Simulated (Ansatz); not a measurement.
**Interaction energy ladder**

The pair of NH$_{3}$ (SMILES N, atoms 1–4) and H$_{2}$ (SMILES [H][H], atoms 5–6), both closed shells, in one local arrangement (a lower one may exist), relaxed at PBE0-D4/def2-TZVP:

N1  (0.055, -0.131, -1.300)
H2  (0.104, -1.028, -0.834)
H3  (0.820, 0.433, -0.950)
H4  (-0.806, 0.315, -1.008)
H5  (-0.103, 0.243, 2.417)
H6  (-0.071, 0.168, 1.675)
(Å)

Program: Ansatz 0.2.0. Basis: def2-TZVPPD, with def2-QZVPPD for the basis limit. Cores are frozen in the correlated methods. B3LYP uses VWN-RPA correlation. Extrapolation: Hartree–Fock as exp(−7.88 √X), correlation as X^−2.97. Interaction energies count from these two fragments, frozen as in the pair, with the counterpoise correction; negative means bound.

(1) What is the interaction energy by CCSD(T) at an estimated basis limit (MP2 extrapolated from triple and quadruple zeta, plus CCSD(T) − MP2 in triple zeta)? (An estimate is asked for; the value comes from the calculation.)

The T1 diagnostic stays at or below 0.009.

Answers

(1) The calculation gives: -0.13 kcal/mol. Hartree–Fock alone gives 0.41 kcal/mol at the basis limit, so without correlation the pair would not bind at this distance. It counts from the two fragments frozen as in the pair.

The same quantity by other methods in triple zeta, and each one's difference from that estimate:
```csv
method,E_int (kcal/mol),difference
PBE-D4,-0.48,-0.35
revPBE-D4,-0.22,-0.10
BLYP-D4,-0.06,0.07
r2SCAN-D4,-0.19,-0.06
B97M-V,-0.35,-0.22
PBE0-D4,-0.34,-0.21
B3LYP-D4,-0.13,0.00
HSE06-D4,-0.35,-0.23
wB97X-V,-0.19,-0.06
wB97M-V,-0.13,0.00
B2PLYP,0.09,0.22
HF,0.41,0.54
MP2,-0.01,0.12
CCSD,0.00,0.12
CCSD(T),-0.07,0.06
```
Differences are method less estimate.

Basis-set superposition shift (counterpoise-corrected less uncorrected): CCSD(T) 0.08; MP2 0.09; HF 0.02; PBE0-D4 0.04; wB97M-V 0.06 kcal/mol.

For scale, one of the runs: CCSD(T)/def2-TZVPPD, 122 basis functions, launched by `ansatz run in.yaml --threads 2 --pin off --events-out ev --progress --plain --max-ram 5222MiB`. The run took about 2.3 s on 2 CPU threads of an Arm Neoverse V2 (shared host).
